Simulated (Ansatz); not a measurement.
(ClBe-mu-NH2)2 (Be₂N₂Cl₂H₄) was relaxed with PBE-D4 (def2-SVP) in Ansatz in these states: charge +1 doublet, neutral singlet. The geometries follow in no particular order.

A:

```tsv
atom	x (Å)	y (Å)	z (Å)
Be1	-0.966	0.534	0.245
Cl2	-2.203	1.869	0.693
N3	-0.778	-1.096	-0.080
Be4	0.842	-0.711	-0.255
Cl5	2.544	-1.403	-0.621
N6	0.709	1.003	0.064
H7	-1.266	-1.469	-0.913
H8	-1.027	-1.761	0.674
H9	1.199	1.379	0.896
H10	0.947	1.656	-0.704
```

B:

```xyz
10

Be    0.186   -1.102   -0.236
Cl    0.782   -2.859   -0.503
N    -0.517   -0.318    1.105
Be   -0.065    1.105    0.282
Cl    0.128    2.882    0.844
N     0.323    0.313   -1.178
H    -0.137   -0.495    2.045
H    -1.535   -0.457    1.204
H    -0.383    0.408   -1.925
H     1.219    0.523   -1.639
```

Task: Judge from the bond lengths which geometry belongs to which state (an estimate).

Result: A is the charge +1 doublet (Be1–N6 1.749 Å, Be4–N6 1.749 Å, Be1–N3 1.674 Å); B is the neutral singlet (Be1–N6 1.705 Å, Be4–N6 1.705 Å, Be1–N3 1.705 Å).
